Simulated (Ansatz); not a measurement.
`BC(=O)OC` + H₂O → `BC(=O)O` + CH₃OH at 400 K and 1 bar (formal hydrolysis of a C–O bond).

Computed with Ansatz on PBE0-D4/def2-TZVP structures; ΔE is electronic, products minus reactants. CCSD(T)/CBS adds triple-zeta CCSD(T) − MP2 to the extrapolated MP2 energy (def2 sets, frozen cores). This one scheme is used for every species. One conformer a species, not always the lowest.

```json
{"species": "`BC(=O)OC`", "CCSD(T)/CBS energy (Eh)": "-254.22022", "H − E (kJ/mol)": "219.6", "S (J/(mol·K))": "351.7"}
{"species": "H₂O", "CCSD(T)/CBS energy (Eh)": "-76.37941", "H − E (kJ/mol)": "69.8", "S (J/(mol·K))": "198.6"}
{"species": "`BC(=O)O`", "CCSD(T)/CBS energy (Eh)": "-214.97533", "H − E (kJ/mol)": "139.3", "S (J/(mol·K))": "307.9"}
{"species": "CH₃OH", "CCSD(T)/CBS energy (Eh)": "-115.61712", "H − E (kJ/mol)": "151.2", "S (J/(mol·K))": "252.6"}
```

H − E and S are ideal-gas, rigid-rotor, harmonic terms from PBE0-D4/def2-TZVP, for one conformer and one mirror image of each species. 1 Eh = 2625.50 kJ/mol, R = 8.31446 J/(mol·K).

By hand: ΔE, ΔH, ΔS and ΔG.

ΔE = (-214.97533) + (-115.61712) − (-254.22022) − (-76.37941) = 0.00718 Eh = 18.9 kJ/mol. Δ(H − E) = 139.3 + 151.2 − 219.6 − 69.8 = 1.1, so ΔH = 20.0 kJ/mol. ΔS = 307.9 + 252.6 − 351.7 − 198.6 = 10.2 J/(mol·K). ΔG = 20.0 − 400 × (10.2)/1000 = 15.9 kJ/mol.

By hand: the equilibrium constant, and the temperature at which ΔG would vanish if ΔH and ΔS stayed fixed.

log₁₀ K = −ΔG/(RT ln 10) = -2.1. ΔG = 0 at ΔH/ΔS = 1961 K, though so small a ΔS makes that figure unsure.

The number of gas molecules stays the same, so ΔS is small and ΔH decides. A doubt of 5 kJ/mol in ΔE shifts log₁₀ K by 0.7 here. Other conformers and mirror images would add mixing entropy, several J/(mol·K) or more a flexible species. These are equilibria of isolated gas molecules and say nothing of rates. Largest T1 diagnostic: 0.019 (customary marks: 0.02 for closed shells, 0.045 for open ones).
